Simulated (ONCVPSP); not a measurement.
## u(r) = r·R(r): atom against pseudo-atom (C)

Columns: radius, all-electron u(r) and pseudo u(r) of the 2p shell (level -10.84 eV) of carbon in the configuration [He] 2s2 2p1.5; LDA (Perdew-Wang 92), scalar-relativistic, ONCV scheme, ONCVPSP 4.0.1.

```csv
r (bohr),all-electron,pseudo
0.128,0.0782,0.0237
0.255,0.2238,0.0909
0.382,0.3718,0.1931
0.510,0.4993,0.3184
0.638,0.5983,0.4508
0.765,0.6688,0.5746
0.893,0.7145,0.6792
1.020,0.7387,0.7549
1.148,0.7458,0.7995
1.275,0.7393,0.8132
1.402,0.7228,0.8011
1.530,0.6987,0.7693
1.658,0.6694,0.7249
1.785,0.6369,0.6751
1.912,0.6023,0.6250
2.040,0.5664,0.5774
2.168,0.5303,0.5343
2.295,0.4949,0.4958
2.422,0.4603,0.4604
2.550,0.4267,0.4267
2.678,0.3944,0.3944
2.805,0.3640,0.3640
2.932,0.3353,0.3353
3.060,0.3080,0.3080
3.188,0.2825,0.2825
3.315,0.2588,0.2588
```

(1) How many radial nodes do the two functions have?

(2) At about which radius was the pseudo-wave matched?

(3) Is the pseudo-wave norm-conserving?

## Answers

(1) The all-electron 2p function has n − l − 1 = 0; the pseudo-wave has 0.

(2) 2.55 bohr. The columns agree to 0.0005 from 2.42 bohr on; several derivatives are matched, so the curves merge somewhat inside the radius.

(3) Yes: the ONCV scheme keeps the norm inside the radius equal to the all-electron one, which fixes the energy derivative of the logarithmic derivative at the level.
